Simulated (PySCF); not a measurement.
Distorted geometries of [OsO3Cl]−

[OsO3Cl]− (singlet). PySCF 2.14.0, RKS BP86, Os def2-SVP with ECP60, O def2-SVP, Cl def2-SVP; non-relativistic Hamiltonian with scalar-relativistic core potentials where named; density fitting; no spin-orbit coupling. Relaxed geometry:

```xyz
5

Os    0.0000    0.2364    0.0342
O     1.6221   -0.0230    0.6342
O     0.0000    1.8422   -0.6411
O    -1.6221   -0.0230    0.6342
Cl    0.0000   -2.1858   -0.4930
```

Order these distorted geometries by energy above the relaxed one, lowest first.
A.
```xyz
5

Os    0.0842    0.1632    0.0383
O     1.5634   -0.0789    0.6204
O    -0.0267    1.9362   -0.6590
O    -1.6163   -0.0779    0.6456
Cl   -0.0046   -2.0957   -0.4768
```
B.
```xyz
5

Os   -0.0649    0.2871    0.0838
O     1.8906    0.1507    0.5113
O    -0.0288    1.7725   -0.7321
O    -1.7975   -0.1762    0.7476
Cl    0.0006   -2.1873   -0.4420
```
C.
```xyz
5

Os    0.0445    0.2215    0.2280
O     1.6306    0.0290    0.4325
O    -0.0157    1.9700   -0.5451
O    -1.4758   -0.1252    0.5818
Cl   -0.1836   -2.2485   -0.5287
```

A (1.15 eV), B (1.59 eV), C (2.17 eV).

Which forces (eV/Å) act in the one that lies 1.59 eV up?


```
Os   1.53 -4.00  2.93
O   -5.51  0.14 -0.95
O   -0.62  1.41 -0.52
O    4.38  1.79 -1.62
Cl   0.22  0.66  0.15
```
Forces carry noise of the integration grid, about 0.01 to 0.03 eV/Å.
